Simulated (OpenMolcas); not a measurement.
A calculation on Ar+.

* Program: OpenMolcas
* Method: CASSCF
* Basis: ANO-RCC-VTZP [5s4p2d1f]
* Scalar Hamiltonian: DKH2, point nucleus
* Active space: 7 electrons in 4 orbitals (3s 3p)
* State averaging: 2S+1 = 2 odd, 3 roots; 2S+1 = 2 even, 1 root
* Spin-orbit coupling: state interaction with AMFI integrals over the reference wave functions, term energies averaged over their components

Q: Which level of the active space comes out lowest?

A: 3s² 3p⁵ ²P°_3/2, with 100 % of that term; it is also the measured ground level.

Q: How high does 3s² 3p⁵ ²P°_1/2 lie?

A: 1335 cm⁻¹ above the lowest level; measured 1432 cm⁻¹ above the ground level, so the calculation is off by -7 %.

Q: How high does 3s 3p⁶ ²S_1/2 lie?

A: 151052 cm⁻¹ above the lowest level; measured 108722 cm⁻¹ above the ground level, so the calculation is off by +39 %.

Measured values: NIST Handbook of Basic Atomic Spectroscopic Data.

Without dynamic correlation excited terms often stand tens of per cent too high (terms of higher spin than the ground term too low), and those without a measured partner can miss by more than the paired ones. Measured partners are found by configuration, term and J. A level has none where our copy of the source lacks it or the pairing is in doubt (some pairs that miss far off the trend of their configuration count as doubtful), and it then counts in no deviation. Only configurations of the active space appear.

° marks odd parity.
